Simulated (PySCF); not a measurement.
Correlation energy of O (oxygen, neutral)

[He] 2s2 2p4, high-spin 3P determinant. Computed with PySCF 2.14 in cc-pVDZ (3s2p1d, 14 functions), with no relativity, point nucleus. Frozen: 1s2; 6 electrons correlated.

MP2 pair energies summed by pair of shells (mhartree):

```csv
pair,energy,share (%)
2p-2p,-49.27,48.3
2s-2p,-44.88,44.0
2s-2s,-7.82,7.7
```

Total MP2 correlation energy: -101.97 mhartree.

Same-spin part -26.05 and opposite-spin part -75.92 mhartree; SCS-MP2 scales them by 1/3 and 6/5 to -99.78 mhartree.

```
  level  correlation energy (mhartree)
   CCSD                        -117.03
    (T)                          -0.75
CCSD(T)                        -117.78
```

Diagnostics: T1 = 0.0033, D1 = 0.0071, largest double amplitude 0.054.

Cost of the coupled-cluster step: 0.08 s of wall time on 1 thread of Neoverse-V1 (shared host), for 6 correlated electrons.

Iterations:

```
CC2 = 0
CCSD nocc = (np.int64(4), np.int64(2)), nmo = (13, 13)
frozen orbitals [[0], [0]]
max_cycle = 100
direct = 0
conv_tol = 1e-08
conv_tol_normt = 1e-06
diis_space = 8
diis_start_cycle = 0
Init t2, MP2 energy = -0.101965441656732
Init E_corr(UCCSD) = -0.101965441671302
cycle = 1  E_corr(UCCSD) = -0.114144439463107  dE = -0.0121789978  norm(t1,t2) = 0.0230426
cycle = 2  E_corr(UCCSD) = -0.116237071394317  dE = -0.00209263193  norm(t1,t2) = 0.00685567
cycle = 3  E_corr(UCCSD) = -0.117056016973685  dE = -0.000818945579  norm(t1,t2) = 0.0028782
cycle = 4  E_corr(UCCSD) = -0.117026732608167  dE = 2.92843655e-05  norm(t1,t2) = 0.000777739
cycle = 5  E_corr(UCCSD) = -0.117034608310201  dE = -7.87570203e-06  norm(t1,t2) = 0.000134933
cycle = 6  E_corr(UCCSD) = -0.11703449183494  dE = 1.16475261e-07  norm(t1,t2) = 2.01636e-05
cycle = 7  E_corr(UCCSD) = -0.117034584922306  dE = -9.30873658e-08  norm(t1,t2) = 2.57329e-06
cycle = 8  E_corr(UCCSD) = -0.117034562245967  dE = 2.26763381e-08  norm(t1,t2) = 3.49335e-07
cycle = 9  E_corr(UCCSD) = -0.117034564726828  dE = -2.48086102e-09  norm(t1,t2) = 5.8215e-08
UCCSD converged
E(UCCSD) = -74.90920062298559  E_corr = -0.1170345647268285
UCCSD(T) correction = -0.000749658994408037
```
